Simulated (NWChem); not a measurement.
The numbers come from NWChem runs, not from measurements. System: CHCl2, charge 0, spin multiplicity 2, at a geometry optimised with UPBE0/def2-SVP. The structure started from a generated list of species. Its SCF solution wasn't tested for a lower state. Level: UMP2/STO-3G, 11 core orbitals frozen.

The NWChem input:

```
start mol
memory heap 200 mb stack 900 mb global 1100 mb
geometry units angstroms nocenter noautoz
  Cl     0.169072    -0.023894     1.470293
  C     -0.668668     0.148477     0.000000
  Cl     0.169072    -0.023894    -1.470293
  H     -1.736423    -0.078460     0.000000
  symmetry group Cs
end
basis spherical
  * library sto-3g
end
scf
  uhf
  nopen 1
  maxiter 100
  thresh 1e-7
  semidirect memsize 60000000 filesize 0
  # guess.movecs holds the orbitals of an unrestricted PBE0 run
  vectors input guess.movecs output mol.movecs
end
mp2
  freeze core 11
end
task mp2 energy
```

NWChem printed:

```
             Northwest Computational Chemistry Package (NWChem) 7.3.0
             --------------------------------------------------------

                                NWChem Input Module
                                -------------------

 Scaling coordinates for geometry "geometry" by  1.889725989
 (inverse scale =  0.529177249)

 Turning off AUTOSYM since
 SYMMETRY directive was detected!

                             Geometry "geometry" -> ""
                             -------------------------

 Output coordinates in angstroms (scale by  1.889725989 to convert to a.u.)

  No.       Tag          Charge          X              Y              Z
 ---- ---------------- ---------- -------------- -------------- --------------
    1 Cl                  17.0000     0.16907200    -0.02389400     1.47029300
    2 C                    6.0000    -0.66866800     0.14847700     0.00000000
    3 Cl                  17.0000     0.16907200    -0.02389400    -1.47029300
    4 H                    1.0000    -1.73642300    -0.07846000     0.00000000

 Effective nuclear repulsion energy (a.u.)     125.8548506201

            Nuclear Dipole moment (a.u.)
            ----------------------------
        X                 Y               Z
 ---------------- ---------------- ----------------
     0.0000321253     0.0000113384     0.0000000000

      Symmetry information
      --------------------

 Group name             Cs
 Group number              2
 Group order               2
 No. of unique centers     3

      Symmetry unique atoms

     1    2    4


 Summary of "ao basis" -> "" (spherical)
 ------------------------------------------------------------------------------
       Tag                 Description            Shells   Functions and Types
 ---------------- ------------------------------  ------  ---------------------
 *                           sto-3g                   on all atoms

 Summary of "ao basis" -> "ao basis" (spherical)
 ------------------------------------------------------------------------------
       Tag                 Description            Shells   Functions and Types
[...]
  AO/Fock/Back tols     =   1.0D-09  1.0D-09  1.0D-09

 GA uses MA = F    GA memory limited = T

 Available:
  local mem=  1.26D+08
 global mem=  1.44D+08
 local disk=  0.00D+00
  mp2_memr nvloc                     3
  nvloc new                     3
   1 passes of  10:        2097152                       1450                     28873.
   1 passes of  10: M    126155431           G      144178048           F     124058279.

 Semi-direct pass number   1 of   1  for UHF alpha       at        0.1s
  vrange nnbf                   273
  mp2_eaftype                    10  avail_ma_in_mb                  1099
 EAF : mp2_eaftype filesize          10      14436.
  mp2_eaf for mointskh                     10
Node 0 wrote      0.1 Mb in      0.0 s     Agg I/O rate:   943.1 Mb/s
 Done moints_semi at        0.2s
  mp2_eaftype                    10  avail_ma_in_mb                  1089
 EAF : mp2_eaftype filesize          10      14436.
  mp2_eaf for kh                    10
 Done maket at        0.2s
 Done multipass loop at        0.2s

 GA uses MA = F    GA memory limited = T

 Available:
  local mem=  1.26D+08
 global mem=  1.44D+08
 local disk=  0.00D+00
  mp2_memr nvloc                     4
  nvloc new                     4
   1 passes of   9:        2097152                       1505                     34442.
   1 passes of   9: M    126155431           G      144178048           F     124058279.

 Semi-direct pass number   1 of   1  for UHF beta        at        0.2s
  vrange nnbf                   273
  mp2_eaftype                    10  avail_ma_in_mb                  1099
 EAF : mp2_eaftype filesize          10      17221.
  mp2_eaf for mointskh                     10
Node 0 wrote      0.1 Mb in      0.0 s     Agg I/O rate:  2048.7 Mb/s
 Done moints_semi at        0.2s
  mp2_eaftype                    10  avail_ma_in_mb                  1089
 EAF : mp2_eaftype filesize          10      17221.
  mp2_eaf for kh                    10
 Done maket at        0.2s
 Done multipass loop at        0.2s

          -------------------------------------------
          SCF energy                -947.074427477510
          Correlation energy          -0.054880890079
          Singlet pairs                0.000000000000
          Triplet pairs                0.000000000000
          Total MP2 energy          -947.129308367589
          -------------------------------------------

          ---------------------------------------------------
                    Spin Component Scaled (SCS) MP2
          Same spin pairs                     -0.008045344835
          Same spin scaling factor             0.333333333333
          Opposite spin pairs                 -0.046835545244
          Opposite spin scaling fact.          1.200000000000
          SCS-MP2 correlation energy          -0.058884435904
          Total SCS-MP2 energy              -947.133311913415
          ---------------------------------------------------

 -----------------------
 Performance information
 -----------------------

 Timer overhead =  9.97D-08 seconds/call

               Nr. of calls         CPU time (s)                 Wall time (s)                GFlops
             ---------------    -------------------     ------------------------------   -------------------
Name         Min   Avg   Max    Min     Avg     Max     Min     Avg     Max   Mx/calls   Min     Max     Sum
mp2: moin     2     2     2   0.12    0.12    0.12     0.12    0.12    0.12    5.81E-2   0.0     0.0     0.0
mp2: make     2     2     2   5.89E-4 5.89E-4 5.89E-4  5.89E-4 5.89E-4 5.89E-4 2.94E-4   0.0     0.0     0.0
mp2: tota     1     1     1   0.12    0.12    0.12     0.12    0.12    0.12    0.12      0.0     0.0     0.0

 The average no. of pstat calls per process was 5.00D+00
 with a timing overhead of 4.98D-07s

 Task  times  cpu:        0.2s     wall:        0.2s

 Total times  cpu:        0.2s     wall:        0.2s
```
